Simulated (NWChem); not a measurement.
System: C$_{4}$H$_{4}$OS; SMILES C=C1OC=CS1

Computed with NWChem. Each level has its own optimisation; frequencies are unscaled. Brackets give each atom's bonded neighbours.

```tsv
level	r C–C [C(CHH)–C(COS)] (Å)	r C–H [C(CHH)–H(C)] (Å)	r C–O [C(COS)–O(CC)] (Å)	r C–S [C(COS)–S(CC)] (Å)	highest harmonic frequency (cm⁻¹)	lowest (cm⁻¹)	zero-point energy (kcal/mol)	dipole (D)
B3LYP/3-21G	1.326	1.081	1.409	1.864	3328	135	44.1	1.46
Hartree-Fock/STO-3G	___	1.078	1.410	___	___	___	___	___
PBE-D3(BJ)/def2-SVP	1.349	1.097	1.384	1.793	3230	141	42.6	1.61
```

Q: Fill in the missing entries.

A: 
- Hartree-Fock/STO-3G, r C–C [C(CHH)–C(COS)] (Å): 1.316
- Hartree-Fock/STO-3G, r C–S [C(COS)–S(CC)] (Å): 1.776
- Hartree-Fock/STO-3G, highest harmonic frequency (cm⁻¹): 3833
- Hartree-Fock/STO-3G, lowest (cm⁻¹): 166
- Hartree-Fock/STO-3G, zero-point energy (kcal/mol): 51.7
- Hartree-Fock/STO-3G, dipole (D): 1.52
